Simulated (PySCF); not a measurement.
## Correlation energy of Se⁺ (selenium, charge +1)

[Ar] 3d10 4s2 4p3, high-spin 4S determinant. Computed with PySCF 2.14 in cc-pVTZ-PP with ECP10MDF (5s4p3d1f, 39 functions), with a scalar-relativistic core potential. Frozen: 3s2 3p6 3d10; 5 electrons correlated.

MP2 pair energies summed by pair of shells (mhartree):

```
 pair  energy  share (%)
4s-4p  -49.98       66.2
4p-4p  -16.60       22.0
4s-4s   -8.96       11.9
```

Total MP2 correlation energy: -75.54 mhartree.

Same-spin part -20.01 and opposite-spin part -55.53 mhartree; SCS-MP2 scales them by 1/3 and 6/5 to -73.30 mhartree.

```json
{"level": "CCSD", "correlation energy (mhartree)": "-90.18"}
{"level": "(T)", "correlation energy (mhartree)": "-2.54"}
{"level": "CCSD(T)", "correlation energy (mhartree)": "-92.72"}
```

Diagnostics: T1 = 0.0024, D1 = 0.0049, largest double amplitude 0.053.

Problem. Is a single reference adequate?

Solution. Yes, within this model without spin-orbit coupling: T1 lies below 0.03 and no double amplitude reaches 0.07.
